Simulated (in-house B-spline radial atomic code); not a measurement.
Ionising Pb3+ with different functionals

Computed with an all-electron radial atomic-structure program (B-spline basis): four-component Dirac-Coulomb Hamiltonian, Fermi nucleus of rms radius 5.5012 fm, spin-restricted, spherical fractional occupations for the functionals, and exact exchange of hybrids averaged over the configuration. The ionisation energy is the difference of two self-consistent energies, [Xe] 4f14 5d10 6s1 → [Xe] 4f14 5d10, without Breit or QED terms; ε is the level of the shell that loses the electron (mean over j).

| method | rung | ΔSCF (eV) | -ε(6s) (eV) |
| --- | --- | --- | --- |
| PBE0 | global hybrid | 42.35 | 38.54 |
| wB97X | range-separated hybrid | 41.96 | 40.83 |
| LC-wPBE | range-separated hybrid | 42.16 | 41.16 |
| HSE06 | range-separated hybrid | 42.37 | 38.15 |

(1) Among the functionals, which spreads more, the ΔSCF values or the orbital energies?

(2) How do they compare with the NIST value?

Results:

(1) The orbital energies: ΔSCF values span about 0.41 eV and the orbital energies 3.01 eV; here energy differences depend much less on the functional than eigenvalues do.

(2) NIST lists 42.333 eV (measured, ground level to ground level). Errors run from -0.37 to +0.04 eV; PBE0 is closest (+0.02 eV), but part of that can be cancellation, since the calculations leave out Breit-QED terms, spin polarisation.
